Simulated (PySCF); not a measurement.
A small calculation by hand: oscillator strength and radiative lifetime

CH5NO2Si2, SMILES [SiH2]([SiH2]OC#N)O.

Geometry: PBE-D3(BJ)/def2-SVP. This is a generated structure with no PubChem entry under its InChIKey; it may be hypothetical. The values are those of a single conformer.

PySCF with TDA-B3LYP/def2-SVPD puts the first singlet state with f over 0.02 at 7.35 eV (vertical), with the transition dipole (-0.156, 0.297, 0.128) in atomic units.

Question: Find the oscillator strength, the wavelength and the radiative lifetime that this transition would have in vacuum if emission retraced absorption.

Answer: 
|μ|² = 0.1289 au, so |μ| = 0.91 D. ΔE = 7.35/27.211 = 0.2701 hartree. f = (2/3) ΔE |μ|² = 0.023 (the program prints 0.023).
λ = 1239.84/7.35 = 169 nm; ν = 59282 cm⁻¹.
Einstein's coefficient A = 0.6670 ν² f s⁻¹ (ν in cm⁻¹) = 5.4e7 s⁻¹, so τ = 1/A = 18 ns. This state is S8; the lower singlets have f = 0.007, 0.013, 0.006, 0.004, 0.005, 0.003, 0.015. The figure is the radiative limit of this one transition; relaxation, internal conversion, crossing to triplets and a medium change what is measured.
